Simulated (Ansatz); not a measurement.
A geometry relaxed with Ansatz (a first-principles code) with B3LYP-D3(BJ)/def2-TZVP, charge 0, multiplicity 1:

```xyz
6

H     -1.8532    -0.0744    -0.0070
O     -1.0853    -0.6581     0.0657
O      1.0900    -0.6484     0.0827
O     -0.0047     1.3167    -0.1495
C     -0.0004     0.1219    -0.0138
H      1.8537    -0.0578     0.0219
```

Problem. Write the SMILES of this molecule.

Solution. `O=C(O)O`
